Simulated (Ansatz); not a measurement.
The cluster Nb₂O₂⁺. Total charge 1; doublet. Geometry r2SCAN-D4/def2-TZVP; atoms count from 1.

Cartesian coordinates in Å:
```
Nb 0.857 -1.213 -0.356
Nb -0.066 1.070 -1.087
O -0.924 1.378 0.302
O 0.133 -1.236 1.140
```

In the def2 sets Nb takes a core potential; there is no spin–orbit coupling. The charge 1 doublet is spin-contaminated (final ⟨S²⟩ up to 0.95, 0.75 for a pure state). The structure comes from a short search, and lower isomers may exist.

**Question.** Estimate the Mulliken populations from the PBE0/def2-TZVP orbitals of Ansatz.

**Answer.** 
```json
{"atom": "Nb1", "charge (e)": "0.90", "spin (α − β)": "-0.29", "d electrons": "3.36"}
{"atom": "Nb2", "charge (e)": "0.85", "spin (α − β)": "1.37", "d electrons": "3.35"}
{"atom": "O3", "charge (e)": "-0.38", "spin (α − β)": "-0.12", "d electrons": "–"}
{"atom": "O4", "charge (e)": "-0.37", "spin (α − β)": "0.03", "d electrons": "–"}
```
Mulliken values depend strongly on the basis.

**Question.** Where does the spin sit?

**Answer.** Summed by element: Nb 1.08, O -0.08, of 1 unpaired in all. Largest on single atoms: Nb2 1.37, Nb1 -0.29, O3 -0.12.

**Question.** And the Mayer bond orders between heavy atoms (over 0.3)?

**Answer.** Nb1–Nb2 2.15 (2.57 Å); Nb1–O4 2.38 (1.66 Å); Nb2–O3 2.36 (1.66 Å).
